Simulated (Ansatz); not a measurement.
Li₃Sn₂. Total charge 0; quartet. Geometry PBE0-D4/def2-TZVP; atoms count from 1.

Cartesian coordinates in Å:
```
Li 1.490 -0.814 0.324
Li -0.230 0.824 -1.503
Li -1.578 -2.070 -0.370
Sn -1.045 0.092 1.066
Sn 1.362 1.969 0.483
```

In the def2 sets Sn takes a core potential; there is no spin–orbit coupling. At PBE0-D4/def2-TZVP a doublet of charge 0 lies 0.83 eV below the quartet, each at its own geometry. The structure comes from a short search, and lower isomers may exist.

(1) Estimate the Mulliken populations from the PBE0/def2-TZVP orbitals of Ansatz.

(2) Where does the spin sit?

(3) And the Mayer bond orders between heavy atoms (over 0.3)?

Results:

(1) 
```tsv
atom	charge (e)	spin (α − β)
Li1	0.42	0.22
Li2	0.42	0.22
Li3	0.29	0.17
Sn4	-0.63	0.84
Sn5	-0.50	1.55
```
Mulliken values depend strongly on the basis.

(2) Summed by element: Li 0.61, Sn 2.39, of 3 unpaired in all. Largest on single atoms: Sn5 1.55, Sn4 0.84, Li2 0.22.

(3) Li1–Sn4 0.42 (2.79 Å); Li1–Sn5 0.38 (2.79 Å); Li2–Sn4 0.42 (2.79 Å); Li2–Sn5 0.38 (2.79 Å); Li3–Sn4 0.76 (2.65 Å); Sn4–Sn5 0.88 (3.11 Å).
